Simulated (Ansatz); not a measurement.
CH7NOSSi, SMILES `CS[SiH](N)O`. Charge 0, multiplicity 1. The geometry is a stationary point of PBE0-D4/def2-TZVP. It is one conformer, not always the lowest.

```xyz
12

C    -1.023   -1.665   -1.119
S    -1.481   -0.112   -0.294
Si    0.359    0.436    0.600
N     0.295    2.055    1.125
O     1.488    0.164   -0.567
H    -0.767   -2.434   -0.391
H    -1.897   -1.991   -1.683
H    -0.189   -1.503   -1.799
H     0.680   -0.363    1.813
H     0.199    2.269    2.103
H    -0.060    2.793    0.538
H     2.397    0.351   -0.325
```

Problem. What is the dipole moment at ωB97M-V/def2-TZVPP? (Best estimate.)

Solution. Ansatz gave: 1.58 D, with components (1.30, 0.50, 0.75) D in this frame, pointing from negative to positive charge.

Problem. And with PBE, r2SCAN, B3LYP? (Best estimate.)

Solution. The calculation gave: PBE 1.52 D, r2SCAN 1.56 D, B3LYP 1.56 D.

Problem. Give the Mulliken charges with ωB97M-V, r2SCAN, PBE in def2-TZVPP. (Estimate.)

Solution. Ansatz gave: 
```json
{"atom": "C1", "ωB97M-V": "-0.35", "r2SCAN": "-0.15", "PBE": "-0.26"}
{"atom": "S2", "ωB97M-V": "-0.20", "r2SCAN": "-0.26", "PBE": "-0.23"}
{"atom": "Si3", "ωB97M-V": "0.52", "r2SCAN": "0.61", "PBE": "0.47"}
{"atom": "N4", "ωB97M-V": "-0.37", "r2SCAN": "-0.46", "PBE": "-0.39"}
{"atom": "O5", "ωB97M-V": "-0.37", "r2SCAN": "-0.41", "PBE": "-0.34"}
{"atom": "H6", "ωB97M-V": "0.14", "r2SCAN": "0.08", "PBE": "0.12"}
{"atom": "H7", "ωB97M-V": "0.13", "r2SCAN": "0.08", "PBE": "0.12"}
{"atom": "H8", "ωB97M-V": "0.15", "r2SCAN": "0.10", "PBE": "0.13"}
{"atom": "H9", "ωB97M-V": "-0.07", "r2SCAN": "-0.12", "PBE": "-0.11"}
{"atom": "H10", "ωB97M-V": "0.12", "r2SCAN": "0.16", "PBE": "0.16"}
{"atom": "H11", "ωB97M-V": "0.12", "r2SCAN": "0.16", "PBE": "0.16"}
{"atom": "H12", "ωB97M-V": "0.17", "r2SCAN": "0.20", "PBE": "0.18"}
```

B3LYP here is the variant with VWN-RPA as its local correlation; programs differ in this.
